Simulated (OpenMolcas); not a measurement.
Ru4+ (d4) among equal point charges was computed by CASSCF with the d shell active (OpenMolcas, ANO-RCC-VDZP on the metal). Its lowest spin-free states, and all those of the highest spin:

```
2S+1  Degeneracy  E (cm-1)
   5           1       0.0
   5           2      8030
   3           2     15025
   3           2     16449
   3           2     18898
   3           2     20567
   1           1     23822
   3           1     24146
   3           2     24861
   5           2     25350
   3           1     26204
   1           2     26785
```

**Question.** Is the site octahedral, tetrahedral or cube-like, axial, or of lower symmetry?

**Answer.** The states with 2S+1 = 5 have orbital degeneracies 1, 2, 2. There are pairs but no triples, so the site is axial: not cubic, but with a proper or improper axis of order three or more. The run had Ru4+ among 2 point charges of -3 e arranged as a linear pair (D∞h), 2.03 Å from the ion.

Without dynamic correlation the repulsion within the d shell is too large (B by tens of per cent), so at a given field states of lower spin stand too high. Point charges give a weaker field than real ligands, and real ions of this kind are as a rule low spin; the high spin found here belongs to the model. This is an electrostatic model: the charges have no orbitals. No measured value stands beside these numbers.
